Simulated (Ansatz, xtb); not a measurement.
# A geometry optimisation of AlClH5N2+ with r2SCAN-D4/def2-SVP

The starting geometry of this gas-phase singlet has its atoms placed at random.

```yaml
atoms:
  - { symbol: Al, position_ang: [0.5881, -0.5427, -0.1332] }
  - { symbol: Cl, position_ang: [-0.8641, 2.1266, -0.9152] }
  - { symbol: N, position_ang: [-1.1500, -1.6220, -0.5342] }
  - { symbol: N, position_ang: [-0.1061, -0.3031, 1.3726] }
  - { symbol: H, position_ang: [-0.5146, -1.0264, 2.2069] }
  - { symbol: H, position_ang: [0.0925, -2.1680, 0.2012] }
  - { symbol: H, position_ang: [1.0894, 0.2486, 1.2692] }
  - { symbol: H, position_ang: [0.9116, 1.4843, -0.3469] }
  - { symbol: H, position_ang: [1.7256, 0.8572, -1.0156] }
```

Question: One run relaxed it with r2SCAN-D4/def2-SVP. What is a likely outcome?

Answer: It ends as a structure with Cl2 bridging Al1 and H8, given below by its coordinates. Distances that change by over a tenth: Al1–N3 (2.08 → 1.75 Å), Al1–N4 (1.68 → 1.98 Å), N4–H5 (1.18 → 1.03 Å). Contacts that open: Al1–H6 (1.73 → 2.74 Å), Al1–H7 (1.69 → 2.68 Å). Contacts that close: Al1–Cl2 (3.14 → 2.44 Å), Al1–H9 (2.01 → 1.55 Å), Cl2–H8 (1.97 → 1.30 Å), N3–N4 (2.54 → 1.46 Å), N3–H6 (1.54 → 1.01 Å), N4–H7 (1.32 → 1.03 Å).

The energy falls by 12.61 eV over 25 steps:

| step | E − E(last) (eV) |
| --- | --- |
| 1 | 12.607 |
| 4 | 4.305 |
| 6 | 2.543 |
| 9 | 0.870 |
| 12 | 0.287 |
| 14 | 0.049 |
| 17 | 0.019 |
| 20 | 0.009 |
| 22 | 0.000 |
| 25 | 0.000 |

Final geometry (Å):

```xyz
9

Al    0.8524   -0.0101   -0.3636
Cl   -0.7785    1.7174   -0.9072
N    -0.1345   -1.3716    0.1035
N     0.1824   -0.7049    1.3635
H    -0.6366   -0.3575    1.8781
H    -0.6391   -2.2497    0.1561
H     0.7609   -1.2611    2.0059
H    -0.0325    2.7328   -1.2411
H     2.1978    0.5593   -0.8904
```

From the same start GFN2-xTB reaches the same bonding as this run.

From so rough a start the end depends on the optimiser's path, so another program may land elsewhere. No frequencies were run, so the end isn't proven a minimum. Run with Ansatz 0.2.0, 64 s on 1 thread of Intel(R) Xeon(R) Platinum 8488C (Sapphire Rapids), on a shared host.
